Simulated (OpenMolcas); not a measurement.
Pt2+.

| Item | Value |
| --- | --- |
| Program | OpenMolcas |
| Basis | ANO-RCC-VTZP [8s7p5d3f1g] |
| Scalar Hamiltonian | DKH2, point nucleus |
| Active space | 8 electrons in 10 orbitals (5d 6d) |
| State averaging | 2S+1 = 3 even, 10 roots; 2S+1 = 1 even, 15 roots |
| Spin-orbit coupling | RASSI with atomic mean-field integrals over the reference wave functions, term energies averaged over their components |

Two sets of levels on these reference wave functions, in cm⁻¹ above 5d⁸ ³F₄: one from CASSCF and one from SS-CASPT2, IPEA 0.25 Eh, imaginary shift 0.1 Eh (closed shells correlated: 5s 5p).

| Level | Set 1 | Set 2 |
| --- | --- | --- |
| 5d⁸ ³F₄ | 0.0 | 0.0 |
| 5d⁸ ³F₃ | 9980 | 9870 |
| 5d⁸ ³P₂ [51 %] | 15620 | 17360 |
| 5d⁸ ³P₀ | 16620 | 20390 |
| 5d⁸ ³P₁ | 19200 | 22600 |
| 5d⁸ ¹G₄ | 22970 | 25620 |
| 5d⁸ ¹S₀ | 49040 | 54770 |

Question: Which set is which?

Answer: Set 1 is SS-CASPT2. Its levels of the other terms of 5d⁸ lie at 0.81 to 0.90 of the other set's values, as expected, since terms of lower spin or lower L gain more correlation energy than the Hund ground term. Against 4 measured levels (NIST levels as listed in McCann et al., Mon. Not. R. Astron. Soc. 538, 537 (2025)) the mean absolute deviation is 1500 cm-1 with it and 3900 cm-1 without; single levels miss by up to 2400 cm-1 with it.

CASPT2 does not keep the components of a term degenerate, so their means are used; among the terms shown or strongly mixed into the levels shown the widest spread is 610 cm-1 (5d⁸ ¹G, SS-CASPT2). Active for correlation alone: 6d; no level in the range computed is led by a configuration that fills it, so any true level of that kind is missing. Without dynamic correlation excited terms often stand tens of per cent too high (terms of higher spin than the ground term too low), and those without a measured partner can miss by more than the paired ones (holds for CASSCF). Measured partners are found by configuration, term and J. A level has none where our copy of the source lacks it or the pairing is in doubt (some pairs that miss far off the trend of their configuration count as doubtful), and it then counts in no deviation. Levels of configurations outside the active space are missing. The table leaves out levels that lie high or whose names do not pair safely across all columns.

A share in square brackets marks a mixed level and gives the weight of the term that names it, the lowest over the columns.
